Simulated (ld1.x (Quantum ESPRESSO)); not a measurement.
**cadmium (Cd): one change to an ultrasoft potential, before and after**

cadmium (Cd), ultrasoft, made with ld1.x (Quantum ESPRESSO) 7.5 (PBEsol, scalar-relativistic). Core [Kr], reference 4d10 5s2 5p0. Waves: 5s (bound): rcut 2.15, rcutus 2.65 bohr; 5s channel at 2.05 Ry: rcut 2.15, rcutus 2.65 bohr; 5p (bound, empty): rcut 3.55, rcutus 4.05 bohr; 5p channel at 4.65 Ry: rcut 3.55, rcutus 4.05 bohr; 4d (bound): rcut 1.65, rcutus 1.75 bohr; 4d channel at 1.6 Ry: rcut 1.65, rcutus 1.75 bohr. Local part: all-electron potential smoothed inside 3.80 bohr (lloc = -1). Core correction: none. Augmentation charge: PSQ, radius 1.55 bohr.

Change: all radii scaled by about 0.79 (s 2.08, p 3.18, d 1.38 bohr, rcut 1.70/2.80/1.30); local potential all-electron potential smoothed inside 2.98 bohr (lloc = -1); augmentation PSQ, radius 1.22 bohr.

Cutoffs: the cutoffs (Ry, on a coarse ladder) from which the occupation-weighted sum of valence levels, in a spherical-Bessel basis at the reference potential, stays within 10 and 1 mRy of its value at 400 Ry; they do not see the model core or the augmentation charge, which bear on the density cutoff. Errors are all-electron minus pseudo energies relative to the spin-unpolarised reference configuration.

Problem. What does the change do?

Solution. The potential gets harder (40 Ry and 60 Ry → 60 Ry and 110 Ry); of the 7 tests that both files solve, the error grows in 1 and shrinks in 5 by more than 15 % and 0.3 meV (median size 27.5 → 7.3 meV); neither file shows a bound ghost. A smaller radius makes the pseudo-wave follow the all-electron one further in, where it bends more sharply, so more plane waves are needed.

```tsv
quantity	base	changed
cutoff, loose	40 Ry	60 Ry
cutoff, tight	60 Ry	110 Ry
loose cutoff by channel (10 mRy a level)	s 6 Ry, d 30 Ry	s 6 Ry, d 50 Ry
bound ghosts	none	none
error for 4d10 5s1 5p0, meV [ΔE 9.31 eV]	+0.4	+1.9
error for 4d10 5s0 5p0, meV [ΔE 26.40 eV]	+28	+31
error for 4d9 5s0 5p0, meV [ΔE 64.40 eV]	-436	-29
error for 4d10 5s0 5p2, meV [ΔE 9.77 eV]	+33	+8.5
error for 4d10 5s1.5 5p0, meV [ΔE 3.73 eV]	-0.6	-0.2
error for 4d9 5s2 5p1, meV [ΔE 12.65 eV]	-329	-7.3
error for 4d10 5s1 5p1, meV [ΔE 4.73 eV]	+4.7	+1.3
lowest overlap eigenvalue by channel	s 0.59, p 0.46, d 0.37	s 0.71, p 0.36, d 1.00
```
